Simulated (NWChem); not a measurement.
# C$_{4}$H$_{6}$Si; SMILES C#C/C=C/[SiH3]

Computed with NWChem. The geometry was optimised at PBE0/def2-SVP. Level: PBE0/def2-SVP with SMD (1 M gas to 1 M solution), gas-phase geometry. Reactions with the solvent are ignored.

For solvent water:

```
Item                                         Value
-------------------------------------------  -----
solvation free energy (kcal/mol)               1.5
cavity-dispersion-structure term (kcal/mol)    5.4
```

What are these values for solvent toluene?

solvation free energy (kcal/mol): -2.6
cavity-dispersion-structure term (kcal/mol): -0.5
